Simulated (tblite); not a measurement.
Species: C5H5ClO.
Z-matrix (Å and degrees, GFN2-xTB geometry), rows numbered from 1:
```
C 
C   1  1.3298
C   2  1.4481  1  125.46
Cl  3  1.7217  2  116.77  1     0.10
C   3  1.3485  2  122.45  1  -179.91
C   5  1.4536  3  125.85  2  -179.99
O   6  1.2072  5  124.09  3   179.97
H   1  1.0754  2  121.29  3   179.98
H   1  1.0767  2  121.98  3    -0.03
H   2  1.0813  1  120.38  3  -179.97
H   5  1.0814  3  118.56  2     0.01
H   6  1.1050  5  114.90  3    -0.02
```

Computed values, GFN2-xTB/tblite, gas phase, harmonic and unscaled. Errors from tens to a few hundred cm⁻¹ against measured bands are possible. One conformer, not necessarily the lowest.

Harmonic wavenumbers (cm⁻¹): 72.5, 129.5, 154.8, 198.1, 238.2, 408.3, 409.7, 422.6, 553.1, 682.8, 686.4, 827.2, 900.6, 919.1, 974.0, 997.2, 1121.1, 1145.9, 1219.2, 1289.8, 1380.3, 1388.8, 1584.8, 1649.4, 1724.7, 2798.0, 3069.9, 3077.1, 3116.0, 3148.7.

A = 4411, B = 1273, C = 987.9 MHz; mass 116.003 u (most abundant isotopes); point group Cs, symmetry number 1.

Task: Zero-point energy?

Result: ½Σν̃ = 18144 cm⁻¹ = 217.05 kJ/mol.

Task: Give the ideal-gas entropy at 298.15 K and 1 bar in the rigid-rotor, harmonic-oscillator model (classical rotation).

Result: Translation 168.14, rotation 119.04, vibration 77.13: S = 364.3 J/(mol K).

Task: And Cp and H(298.15 K) − H(0)?

Result: Cp = 117.62 J/(mol K), of which vibrations give 84.36 (their classical limit is 30 R = 249.4); H(298.15 K) − H(0) = 22.61 kJ/mol without the zero-point energy, 12.69 from vibrations.

Task: What must be added to the electronic energy to get the Gibbs energy at 298.15 K and 1 bar?

Result: ZPE + [H(298.15 K) − H(0)] − T·S = 217.05 + 22.61 − 108.62 = 131.04 kJ/mol.

Task: How do the functions run with temperature in this model?

Result: 
| T (K) | S (J/(mol K)) | Cp (J/(mol K)) | H − H(0) (kJ/mol) | G − H(0) (kJ/mol) | ln q(vib) |
| --- | --- | --- | --- | --- | --- |
| 150 | 298.7 | 77.7 | 8.12 | -36.69 | 1.62 |
| 250 | 344.7 | 104.8 | 17.25 | -68.94 | 3.33 |
| 400 | 402.4 | 142.5 | 35.88 | -125.09 | 5.90 |
| 600 | 467.8 | 179.8 | 68.37 | -212.31 | 9.22 |
| 900 | 547.9 | 214.4 | 127.97 | -365.11 | 13.83 |

q(vib) and H(0) count from the zero-point level.

Task: Which modes carry the vibrational entropy at 298.15 K?

Result: 72.5 cm⁻¹: 17.09; 129.5 cm⁻¹: 12.36; 154.8 cm⁻¹: 10.93; 198.1 cm⁻¹: 9.00; 238.2 cm⁻¹: 7.60; 408.3 cm⁻¹: 3.90 J/(mol K); the other 24 give 16.25 together.

Hindered rotation and anharmonicity are outside this model. Other conformers, if any are populated, would add a mixing term that is left out.

Hardware: an Intel Xeon Platinum 8488C with one thread, no GPU, shared host. Cost: 0.31 s. This covers the Hessian and the dipole derivatives.
